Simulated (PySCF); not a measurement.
## Germanium: a sound run and one with changed settings

Sound run: Ge⁺ [Ar] 3d10 4s2 4p1, Ge²⁺ [Ar] 3d10 4s2. All numbers are calculated (PySCF 2.14, the spin-free X2C one-electron Hamiltonian (Gaussian nucleus), in jorge-DZP-DKH). The sound run starts from symmetry-adapted Hartree-Fock orbitals and uses a fine grid where one is needed.

Changed run: radial step 0.8 in ln r (0.13 in the sound run). This setting is unsound on purpose.

| species | method | sound run (hartree) | changed run (hartree) | converged |
| --- | --- | --- | --- | --- |
| Ge⁺ | UHF | -2096.66301 | -2096.66301 | yes |
| Ge⁺ | M06-2X | -2098.40518 | -2097.87090 | yes |
| Ge⁺ | TPSS | -2098.27643 | -2098.32013 | yes |
| Ge²⁺ | UHF | -2096.10960 | -2096.10960 | yes |
| Ge²⁺ | M06-2X | -2097.83576 | -2097.30644 | yes |
| Ge²⁺ | TPSS | -2097.70346 | -2097.75847 | yes |

Ionisation energy of Ge⁺:

| method | sound run (eV) | changed run (eV) |
| --- | --- | --- |
| UHF | 15.059 | 15.059 |
| M06-2X | 15.495 | 15.360 |
| TPSS | 15.591 | 15.284 |

A coarse radial grid mis-integrates the density and the exchange-correlation energy, with errors of either sign; Hartree-Fock needs no grid.

For comparison, NIST gives 15.935 eV between the lowest levels.
